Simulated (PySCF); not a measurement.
Al(Me)2(F), SMILES [F][Al]([CH3])[CH3] (C2H6AlF) (PBE0/def2-SVP optimised geometry):

```
10

Al     0.139    -0.083     0.000
C     -0.742     1.652     0.000
H     -1.557     1.697     0.741
H     -1.203     1.852    -0.983
H     -0.041     2.475     0.209
C     -0.723    -1.828    -0.003
H     -0.539    -2.350     0.952
H     -0.311    -2.475    -0.795
H     -1.814    -1.769    -0.144
F      1.814    -0.083     0.000
```

Method: PBE0/def2-TZVP (PySCF 2.14.0).

### Question
What are the frontier orbital energies and the dipole moment?

### Answer
HOMO-2 -10.70 eV, HOMO-1 -9.65 eV, HOMO -7.95 eV, LUMO -0.31 eV, LUMO+1 0.01 eV; dipole moment 1.97 D.

On the same geometry PBE/def2-TZVP (PySCF) gives HOMO-2 -8.83 eV, HOMO-1 -8.18 eV, HOMO -6.65 eV, LUMO -1.09 eV, LUMO+1 -0.75 eV; dipole moment 1.90 D.

Meta-Löwdin charges at PBE0/def2-TZVP: Al1 1.10, C2 -0.68, H3 0.13, H4 0.13, H5 0.14, C6 -0.68, H7 0.14, H8 0.14, H9 0.13, F10 -0.55.
